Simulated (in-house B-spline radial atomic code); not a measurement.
The numbers below are computed, except where a source is named.
Stopping and range of 50 keV Be in InSb

The pair potential comes from two frozen, spherical free-atom densities (PBE, B-spline radial code, scalar-relativistic past argon): electrostatics plus the change in Thomas-Fermi kinetic and Dirac exchange energy where they overlap, the recipe behind the universal ZBL potential, which averages such potentials (from solid-state densities) over many pairs. It is written V = (Z1 Z2 e²/r) φ(r/a), with e² = 14.3996 eV·Å and a = 0.46850 Å/(Z1^0.23 + Z2^0.23); ZBL's fit is φ = 0.18175 e^(−3.1998x) + 0.50986 e^(−0.94229x) + 0.28022 e^(−0.4029x) + 0.02817 e^(−0.20162x). Where φ falls below 4e-4 it is continued as an exponential.

The target is taken as amorphous, with density 5.77 g/cm³ (NSM archive of the Ioffe Institute); channelling is ignored. Masses: Be 9.01, In 114.82, Sb 121.76 u. Nuclear stopping is S_n = 4π a Z1 Z2 e² M1/(M1 + M2) × s_n(ε), with s_n integrated over impact parameters for each pair. Electronic stopping is Lindhard and Scharff's S_e = Z1^(1/6) 8π e² a0 Z1 Z2/(Z1^(2/3) + Z2^(2/3))^(3/2) × v/v0, with a0 = 0.529177 Å and v = v0 at 24.801 keV/u; it misses the oscillations with Z1 seen in experiment, which reach tens of per cent. Compounds add by atom fraction.

```tsv
target atom	a (Å)	ε at this energy	s_n, this pair	s_n, ZBL potential
In	0.12254	2.013	0.2547	0.2587
Sb	0.12182	1.931	0.2573	0.2622
```

Problem. What are the atom density and the stopping powers at entry?

Solution. N = 5.77 × 0.602214/118.29 = 0.02938 atoms/Å³. For In: S_n = 316.2 × 0.2547 = 80.54 eV·Å², S_e = 1.5764 × √50000 = 352.5 eV·Å². For Sb: S_n = 309.8 × 0.2573 = 79.73 eV·Å², S_e = 1.5863 × √50000 = 354.7 eV·Å². Averaged over the target's atoms (half each) and times N × 10 Å/nm, the ion loses N S_n = 23.5 eV/nm to recoils and N S_e = 104 eV/nm to electrons; the nuclear share is 18 %.

Along the track:

```tsv
E (keV)	N S_n (eV/nm)	N S_e (eV/nm)
2.5	29.7	23.2
7.5	32.1	40.2
15	30.8	56.9
25	28.3	73.4
37.5	25.7	90
50	23.5	104
```

Problem. Estimate the path length and the projected range.

Solution. With continuous slowing down the path is the integral of dE/(N (S_n + S_e)). Trapezoids over the table give 501 nm, and the stretch below the first row, with stopping taken as √E, adds 2E/(N S) = 94 nm: 595 nm in all, against 569 nm on a fine grid from 5 eV. Deflections shorten the depth: to first order in the energy passed on, N (S_n + S_e) dR_p/dE = 1 − N S_n (M2/M1) R_p/(2E), summed over the target's atoms, and integrating this on the fine grid gives R_p = 175 nm, 0.31 of the path. Lindhard's rule of thumb R/(1 + M2/3M1), with mean M2/M1 = 13.13, gives 106 nm; it assumes that nuclear stopping leads, so it comes too short here. On the ZBL potential the same equation gives 174 nm, and the full integral equation, which keeps hard collisions, 178 nm.
